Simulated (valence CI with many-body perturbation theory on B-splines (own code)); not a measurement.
# Tb LX: electric-dipole lines

Calculated by configuration interaction combined with many-body perturbation theory (CI+MBPT): four valence electrons over a frozen Dirac-Fock core [He], a basis of 11 s, 11 p, 9 d, 7 f, 5 g, 2 h, 1 i functions for each j, with the one-electron correlation potential Σ1, the two-electron term Σ2, the three-electron term Σ3, Breit, model QED; selected CI, second order for the rest (own B-spline code, finite nucleus).

No measured spectrum was set against this ion. As an estimate, large intervals hold to a few tenths of a per cent, small ones and those within an open d or f shell to about a per cent. Among the levels kept, up to 270 cm⁻¹ of a level comes from second order outside the variational space, and about a tenth of that is noise between levels of different J, which matters for small intervals.

Lines 101 to 150 of 250 in falling wavelength, among levels below 9192.1 eV, chosen from the strongest by gf and those to the six lowest levels. Wavelengths and rates use the calculated energies. Electric multipoles are in the length gauge, E1 and E2 with the static RPA response of the core. Weak lines are less certain than strong ones. Lines between different terms over intervals too small for the method are left out, as are lines whose strength nearly cancels. The highest levels of a list are the least certain.

Levels are named by their leading jj configuration (3d3/2^4 stands for four electrons in 3d with j = 3/2), which in mixed levels can hold well under half, so a name can repeat and another be missing. Letters in brackets count levels of one name in rising energy.

```tsv
λ vac (Å)	Upper	Lower	A (s⁻¹)	S (a.u.) with core polarisation	S without
1.792	(2s^2 2p1/2 3s) J=1	(2s^2 2p1/2 2p3/2) J=1	1.93e+13	1.64e-04	1.64e-04
1.791	(2s^2 2p3/2 3s) J=1	(2s^2 2p3/2^2) J=2	1.03e+14	8.76e-04	8.74e-04
1.772	(2s^2 2p1/2 3p3/2) J=1	(2s 2p1/2^2 2p3/2) J=2	2.37e+12	1.95e-05	1.95e-05
1.722	(2s 2p1/2^2 3d3/2) J=1	(2s 2p1/2^2 2p3/2) J=1	1.07e+14	8.08e-04	8.08e-04
1.721	(2s 2p1/2^2 3d3/2) J=2	(2s 2p1/2^2 2p3/2) J=1	1.74e+12	2.18e-05	2.19e-05
1.714	(2s 2p1/2 2p3/2 3d5/2) J=2 [a]	(2s 2p1/2 2p3/2^2) J=1 [a]	7.57e+13	9.41e-04	9.42e-04
1.709	(2s 2p1/2 2p3/2 3d3/2) J=1 [c]	(2s 2p1/2 2p3/2^2) J=1 [b]	1.15e+14	8.50e-04	8.50e-04
1.707	(2s 2p1/2 2p3/2 3d3/2) J=1 [d]	(2s 2p1/2 2p3/2^2) J=1 [b]	1.12e+14	8.24e-04	8.24e-04
1.707	(2s 2p1/2 2p3/2 3d5/2) J=3 [b]	(2s 2p1/2 2p3/2^2) J=2 [b]	7.20e+13	1.24e-03	1.24e-03
1.706	(2s 2p1/2 2p3/2 3d5/2) J=1 [a]	(2s 2p1/2 2p3/2^2) J=0	2.75e+14	2.02e-03	2.03e-03
1.706	(2s 2p1/2 2p3/2 3d3/2) J=2 [a]	(2s 2p1/2 2p3/2^2) J=2 [a]	7.21e+13	8.83e-04	8.84e-04
1.705	(2s 2p1/2 2p3/2 3d3/2) J=2 [d]	(2s 2p1/2 2p3/2^2) J=2 [b]	7.01e+13	8.58e-04	8.59e-04
1.705	(2s 2p1/2 2p3/2 3d3/2) J=1 [a]	(2s 2p1/2 2p3/2^2) J=2 [a]	1.11e+14	8.17e-04	8.18e-04
1.705	(2s 2p1/2^2 3d3/2) J=1	(2s 2p1/2^2 2p3/2) J=2	2.57e+13	1.88e-04	1.88e-04
1.705	(2s 2p1/2 2p3/2 3d3/2) J=3 [b]	(2s 2p1/2 2p3/2^2) J=3	4.52e+13	7.73e-04	7.73e-04
1.704	(2s 2p1/2 2p3/2 3d5/2) J=2 [b]	(2s 2p1/2 2p3/2^2) J=1 [b]	1.98e+14	2.42e-03	2.43e-03
1.704	(2s 2p1/2 2p3/2 3d5/2) J=2 [b]	(2s 2p1/2 2p3/2^2) J=2 [b]	3.33e+14	4.07e-03	4.07e-03
1.704	(2s^2 2p1/2 3d3/2) J=2	(2s^2 2p1/2 2p3/2) J=2	1.40e+14	1.71e-03	1.71e-03
1.703	(2s 2p1/2^2 3d3/2) J=2	(2s 2p1/2^2 2p3/2) J=2	1.69e+14	2.07e-03	2.07e-03
1.702	(2s 2p1/2 2p3/2 3d5/2) J=1 [b]	(2s 2p1/2 2p3/2^2) J=1 [b]	4.93e+14	3.60e-03	3.60e-03
1.702	(2s 2p1/2 2p3/2 3d3/2) J=2 [b]	(2s 2p1/2 2p3/2^2) J=3	9.17e+13	1.11e-03	1.12e-03
1.701	(2s 2p1/2 2p3/2 3d5/2) J=0	(2s 2p1/2 2p3/2^2) J=1 [b]	6.63e+14	1.61e-03	1.61e-03
1.701	(2s 2p1/2^2 3d5/2) J=2	(2s 2p1/2^2 2p3/2) J=1	7.69e+14	9.34e-03	9.35e-03
1.701	(2s 2p1/2 2p3/2 3d5/2) J=1 [b]	(2s 2p1/2 2p3/2^2) J=2 [b]	1.99e+14	1.45e-03	1.45e-03
1.699	(2s^2 2p1/2 3d3/2) J=2	(2s^2 2p1/2 2p3/2) J=1	1.50e+13	1.81e-04	1.82e-04
1.699	(2s 2p1/2 2p3/2 3d3/2) J=1 [d]	(2s 2p1/2 2p3/2^2) J=0	3.12e+14	2.26e-03	2.27e-03
1.698	(2s^2 2p1/2 3d3/2) J=1	(2s^2 2p1/2 2p3/2) J=2	2.37e+13	1.71e-04	1.72e-04
1.697	(2s^2 2p3/2 3d3/2) J=2	(2s^2 2p3/2^2) J=2	6.11e+13	7.38e-04	7.38e-04
1.696	(2s^2 2p3/2 3d3/2) J=3	(2s^2 2p3/2^2) J=2	5.26e+12	8.86e-05	8.86e-05
1.695	(2s^2 2p3/2 3d3/2) J=1	(2s^2 2p3/2^2) J=2	1.71e+14	1.23e-03	1.23e-03
1.694	(2s^2 2p1/2 3d3/2) J=1	(2s^2 2p1/2 2p3/2) J=1	1.36e+14	9.79e-04	9.80e-04
1.693	(2s 2p1/2 2p3/2 3d3/2) J=2 [c]	(2s 2p1/2 2p3/2^2) J=3	7.65e+13	9.17e-04	9.18e-04
1.690	(2s 2p1/2 2p3/2 3p3/2) J=1 [a]	(2s^2 2p3/2^2) J=0	1.58e+14	1.13e-03	1.13e-03
1.689	(2s^2 2p3/2 3d5/2) J=1	(2s^2 2p3/2^2) J=0	7.68e+14	5.48e-03	5.48e-03
1.688	(2s 2p1/2 2p3/2 3d5/2) J=3 [b]	(2s 2p1/2 2p3/2^2) J=3	6.77e+14	1.12e-02	1.13e-02
1.688	(2s 2p1/2 2p3/2 3d5/2) J=2 [a]	(2s 2p1/2 2p3/2^2) J=2 [a]	4.77e+14	5.66e-03	5.66e-03
1.688	(2s 2p1/2^2 3d5/2) J=3	(2s 2p1/2^2 2p3/2) J=2	8.60e+14	1.43e-02	1.43e-02
1.687	(2s 2p1/2 2p3/2 3d5/2) J=4 [b]	(2s 2p1/2 2p3/2^2) J=3	1.13e+15	2.42e-02	2.42e-02
1.686	(2s^2 2p1/2 3d5/2) J=2	(2s^2 2p1/2 2p3/2) J=2	9.47e+13	1.12e-03	1.12e-03
1.686	(2s 2p1/2 2p3/2 3d5/2) J=3 [a]	(2s 2p1/2 2p3/2^2) J=2 [a]	1.17e+15	1.93e-02	1.93e-02
1.685	(2s^2 2p1/2 3d5/2) J=3	(2s^2 2p1/2 2p3/2) J=2	8.64e+14	1.43e-02	1.43e-02
1.684	(2s 2p1/2^2 3d5/2) J=2	(2s 2p1/2^2 2p3/2) J=2	5.54e+13	6.53e-04	6.53e-04
1.684	(2s 2p1/2 2p3/2 3d3/2) J=2 [c]	(2s 2p1/2 2p3/2^2) J=2 [a]	9.24e+13	1.09e-03	1.09e-03
1.683	(2s^2 2p3/2 3d5/2) J=2	(2s^2 2p3/2^2) J=2	6.80e+14	8.00e-03	8.01e-03
1.682	(2s^2 2p1/2 3d5/2) J=2	(2s^2 2p1/2 2p3/2) J=1	8.07e+14	9.48e-03	9.49e-03
1.680	(2s^2 2p3/2 3d5/2) J=3	(2s^2 2p3/2^2) J=2	8.57e+14	1.40e-02	1.40e-02
1.679	(2s 2p1/2 2p3/2 3d5/2) J=3 [b]	(2s 2p1/2 2p3/2^2) J=2 [a]	1.26e+14	2.06e-03	2.06e-03
1.679	(2s 2p1/2 2p3/2 3p3/2) J=3 [a]	(2s^2 2p3/2^2) J=2	6.44e+14	1.05e-02	1.05e-02
1.678	(2s 2p1/2 2p3/2 3p3/2) J=1 [a]	(2s^2 2p3/2^2) J=2	1.50e+13	1.05e-04	1.05e-04
1.678	(2s 2p1/2 2p3/2 3d3/2) J=2 [d]	(2s 2p1/2 2p3/2^2) J=2 [a]	7.79e+13	9.08e-04	9.09e-04
```
